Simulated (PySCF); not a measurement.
SbCl2Br, SMILES [Cl][Sb]([Br])[Cl].

The structure is a stationary point at r2SCAN-D4/def2-SVP. The def2 effective core potentials stand for the cores of Sb; spin–orbit coupling is left out.

Two levels are set side by side: PBE/def2-TZVP (PySCF) and HF/def2-TZVP (PySCF). Same geometry, gas phase. Differences are taken from unrounded values.

```
quantity                       PBE
---------------------------  -----
orbital gap (eV)              4.36
highest occupied level (eV)  -7.32
lowest empty level (eV)      -2.95
dipole moment (D)             2.52
mean polarisability (bohr³)   85.9
```

**Question.** These are the PBE values. What does HF give? (An estimate is asked for; the answer gives what the named calculation found.)

**Answer.** 
```csv
quantity,HF,PBE minus HF
orbital gap (eV),11.66,-7.30
highest occupied level (eV),-10.84,3.52
lowest empty level (eV),0.83,-3.78
dipole moment (D),2.89,-0.37
mean polarisability (bohr³),80.5,5.4
```

Without exact exchange PBE keeps part of each electron's self-repulsion, which lifts occupied levels and narrows the gap. Loosely held outer electrons make PBE densities more polarisable. Differences between two approximate levels are no errors against the true value.

Rough cost on one machine, each run with all the roots and properties that it gave: HF against PBE within a factor of 2.
